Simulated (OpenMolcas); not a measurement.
# Multiconfigurational calculation on Ge II

Input:

```
&GATEWAY
Coord
1

Ge 0.0 0.0 0.0
Basis=ANO-R3
Group=XYZ
NoMove
AngMom=0.0 0.0 0.0
AMFI
&SEWARD
* reference wave functions (RASSCF and RASSI steps not shown): 1 electron in 9 orbitals (RAS2 4p; RAS3 4d 5s, at most 1 electron)
>>> COPY JOB001 $Project.JobIph
&CASPT2
Multistate=3 1 2 3
Frozen=3 6
IPEA=0.25
Imaginary=0.1
MaxIter=60
WThr=0.0 0.3 0.05
PrWF=0.5
NoMix
>>> COPY JOB002 $Project.JobIph
&CASPT2
Multistate=6 1 2 3 4 5 6
Frozen=3 6
IPEA=0.25
Imaginary=0.1
MaxIter=60
WThr=0.0 0.3 0.05
PrWF=0.5
NoMix
```

Output, cut to the results:

```
--- CASPT2 ---
Orbital specifications:
      -----------------------

      Symmetry species                           1   2
                                                ag  au
      Frozen orbitals                            3   6
      Inactive orbitals                          6   0
      Active orbitals                            6   3
      Secondary orbitals                        35  37
      Deleted orbitals                           0   0
      Number of basis functions                 50  46
Type of calculation                        MS-CASPT2
      Fock operator                              state-specific
      IPEA shift                                 0.25
      Real shift                                 0.00
      Imaginary shift                            0.10
      The input orbitals will be transformed to quasi-canonical
Reference energy:       -2096.8375024106
      E2 (Non-variational):      -0.5425687033
      Shift correction:          -0.0001784136
      E2 (Variational):          -0.5427471169
      Total energy:           -2097.3802495275
      Residual norm:              0.0000009130
      Reference weight:           0.93851
      Contributions to the CASPT2 correlation energy
      Active & Virtual Only:         -0.0000000001
      One Inactive Excited:          -0.0353164270
      Two Inactive Excited:          -0.5072522762
Reference energy:       -2096.8375024106
      E2 (Non-variational):      -0.5425687033
      Shift correction:          -0.0001784136
      E2 (Variational):          -0.5427471169
      Total energy:           -2097.3802495275
      Residual norm:              0.0000009130
      Reference weight:           0.93851
      Contributions to the CASPT2 correlation energy
      Active & Virtual Only:         -0.0000000001
      One Inactive Excited:          -0.0353164270
      Two Inactive Excited:          -0.5072522762
::    CASPT2 Root  1     Total energy:  -2097.38024953
::    CASPT2 Root  2     Total energy:  -2097.38024953
::    CASPT2 Root  3     Total energy:  -2097.38024953
::    MS-CASPT2 Root  1     Total energy:  -2097.38024953
::    MS-CASPT2 Root  2     Total energy:  -2097.38024953
::    MS-CASPT2 Root  3     Total energy:  -2097.38024953
--- CASPT2 ---
Orbital specifications:
      -----------------------

      Symmetry species                           1   2
                                                ag  au
      Frozen orbitals                            3   6
      Inactive orbitals                          6   0
      Active orbitals                            6   3
      Secondary orbitals                        35  37
      Deleted orbitals                           0   0
      Number of basis functions                 50  46
Type of calculation                        MS-CASPT2
      Fock operator                              state-specific
      IPEA shift                                 0.25
      Real shift                                 0.00
      Imaginary shift                            0.10
      The input orbitals will be transformed to quasi-canonical
Reference energy:       -2096.5659290931
      E2 (Non-variational):      -0.5321459183
      Shift correction:          -0.0002396801
      E2 (Variational):          -0.5323855984
      Total energy:           -2097.0983146915
      Residual norm:              0.0000001303
      Reference weight:           0.93883
      Contributions to the CASPT2 correlation energy
      Active & Virtual Only:         -0.0000000008
      One Inactive Excited:          -0.0130363170
      Two Inactive Excited:          -0.5191096005
Reference energy:       -2096.4190196869
      E2 (Non-variational):      -0.5555790199
      Shift correction:          -0.0010097813
      E2 (Variational):          -0.5565888012
      Total energy:           -2096.9756084881
      Residual norm:              0.0000002862
      Reference weight:           0.90847
      Contributions to the CASPT2 correlation energy
      Active & Virtual Only:         -0.0000000001
      One Inactive Excited:          -0.0391019070
      Two Inactive Excited:          -0.5164771129
::    CASPT2 Root  1     Total energy:  -2097.09831469
::    CASPT2 Root  2     Total energy:  -2096.97560849
::    CASPT2 Root  3     Total energy:  -2096.97558701
::    CASPT2 Root  4     Total energy:  -2096.97559416
::    CASPT2 Root  5     Total energy:  -2096.97561168
::    CASPT2 Root  6     Total energy:  -2096.97558594
::    MS-CASPT2 Root  1     Total energy:  -2097.09831470
::    MS-CASPT2 Root  2     Total energy:  -2096.97562873
::    MS-CASPT2 Root  3     Total energy:  -2096.97560340
::    MS-CASPT2 Root  4     Total energy:  -2096.97559837
::    MS-CASPT2 Root  5     Total energy:  -2096.97558160
::    MS-CASPT2 Root  6     Total energy:  -2096.97557517
```

Levels above the lowest, from the spin-orbit matrix with the single-state CASPT2 energies, averaged by term, on its diagonal:

```csv
Configuration,Term,J,E (cm⁻¹),Measured (cm⁻¹),Term weight %
4s² 4p,²P°,1/2,0.0,0.0,100
4s² 4p,²P°,3/2,1575,1767,100
4s² 5s,²S,1/2,62928,62403,100
4s² 4d,²D,3/2,89787,80837,100
4s² 4d,²D,5/2,89910,81013,100
```

Against the 4 measured excited levels shown (NIST Handbook of Basic Atomic Spectroscopic Data) the mean absolute deviation is 4600 cm-1; the largest miss in energy is 4s² 4d ²D_3/2: computed 89787, measured 80837 cm⁻¹ (+11.1 %).

ANO sets are built for valence states and can reach diffuse excited orbitals poorly, and with the s shell closed the s pⁿ⁺¹ terms that mix with these levels are absent. With one active electron, CASPT2 adds the correlation within the correlated inactive shells and between them and that electron, and leaves the splitting within a term as the reference gives it. Measured partners are found by configuration, term and J. A level has none where our copy of the source lacks it or the pairing is in doubt (some pairs that miss far off the trend of their configuration count as doubtful), and it then counts in no deviation. Levels of configurations outside the active space are missing.

The term weight is that of the spin-free term in the level, not the purity of its configuration. ° marks odd parity.
